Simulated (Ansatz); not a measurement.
C3H13N3OZr (`C[NH][Zr]([OH])([NH]C)[NH]C`) at its PBE0-D4/def2-TZVP geometry, where that method's forces vanish. The species carries charge 0 and has multiplicity 1. Zr: def2 effective core potential.

```xyz
21

C    -1.2866   -2.2292   -1.7739
N    -0.3111   -1.1816   -1.5642
Zr   -0.0149   -0.1195    0.1578
O    -0.1490   -1.2328    1.7472
N     1.8206    0.7662   -0.0113
C     3.1016    0.1724    0.3047
N    -1.3903    1.3940    0.1385
C    -1.7864    2.2132    1.2633
H    -1.9549   -2.0179   -2.6189
H    -1.9234   -2.3341   -0.8890
H    -0.8275   -3.2108   -1.9504
H     0.3054   -1.0856   -2.3601
H    -0.2562   -1.7600    2.5313
H     1.9151    1.7449   -0.2480
H     2.9709   -0.8772    0.5879
H     3.6046    0.6662    1.1465
H     3.7922    0.1846   -0.5487
H    -1.9513    1.5920   -0.6793
H    -1.6386    3.2847    1.0754
H    -1.1837    1.9630    2.1428
H    -2.8366    2.0674    1.5486
```

What forces (eV/Å) does r2SCAN-D4/def2-TZVPP give on these atoms in the Gaussian-basis code of Ansatz? (An estimate is asked.)

Ansatz gave: 
```
C1  -0.131 -0.155 -0.036
N2   0.087  0.087 -0.047
Zr3 -0.005 -0.015  0.024
O4  -0.004 -0.074  0.103
N5  -0.072  0.093 -0.056
C6   0.186 -0.075  0.049
N7   0.003 -0.025 -0.133
C8  -0.068  0.116  0.157
H9  -0.003 -0.008 -0.001
H10  0.010  0.013  0.001
H11 -0.010 -0.005 -0.004
H12  0.033 -0.009 -0.055
H13 -0.007 -0.031  0.047
H14  0.022  0.061 -0.008
H15 -0.014  0.007 -0.006
H16  0.011 -0.004 -0.002
H17  0.008 -0.001  0.005
H18 -0.045  0.021 -0.040
H19 -0.005  0.004  0.007
H20  0.005 -0.007 -0.013
H21  0.000  0.010  0.007
```
